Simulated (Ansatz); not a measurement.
Stepwise reaction of `O[SiH]([SiH3])[SiH3]` with ammonia, as a gas-phase model of exchange steps in deposition or etching. ΔE in kJ/mol; ΔG adds harmonic PBE0-D4 terms to CCSD(T)/CBS, at 1 bar.

Program: Ansatz. Geometries: PBE0-D4/def2-TZVP. ΔE: electronic, gas phase. CBS: MP2 limit from def2 TZ/QZ plus the TZ coupled-cluster correction, frozen cores. This one scheme is used for every species. Functionals use def2-TZVPP. B3LYP here is the variant with VWN-RPA as its local correlation; programs differ in this. Each species was taken in one conformer, which may not be the lowest.

```
step                                                 reaction  PBE-D4  B3LYP-D4  ωB97M-V  CCSD(T)/CBS  ΔG(500 K)
   1  `O[SiH]([SiH3])[SiH3]` + NH₃ → `N[SiH](O)[SiH3]` + SiH₄   -47.6     -65.5    -71.9        -65.8      -67.6
   2            `N[SiH](O)[SiH3]` + NH₃ → `N[SiH](N)O` + SiH₄   -62.0     -79.3    -86.5        -81.9      -71.8
```

By hand: ΔE of the 2 steps together at CCSD(T)/CBS.

(-65.8) + (-81.9) = -147.7 kJ/mol, or -73.8 kJ/mol a step.

In ΔE each step is lower than the one before. All are downhill at CCSD(T)/CBS. ΔG lies between -71.8 and -67.6 kJ/mol a step. PBE-D4 differs from CCSD(T)/CBS by 18.2 to 19.9 kJ/mol a step. Only this route is followed, and other bonds may react first. Isolated molecules leave out the surface, adducts and barriers. Largest T1 diagnostic: 0.013.
